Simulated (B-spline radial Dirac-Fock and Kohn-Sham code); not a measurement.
These are calculated numbers from a B-spline atomic structure program; the model is multi-electron Dirac-Fock with separately optimised hole states, Breit and Lamb-shift corrections added in first order. Electron correlation is not included.

Q: An atom or ion in its tabulated ground configuration has these computed binding energies (the last is its least bound level). Which is it?

```
level  binding energy (eV)
   1s              59454.9
   2s              13051.7
2p3/2              11739.0
   3s               5178.7
   3p               4877.3
```

A: Ho⁵²⁺: Z = 67 with 15 electrons, [Ne] 3s2 3p3. The hydrogen-like estimate √(E/Ry) = 66.1 for the K level lies 0.9 below Z (screening lowers it, relativity raises it); the outermost level, at 4877.3 eV, fixes the charge.
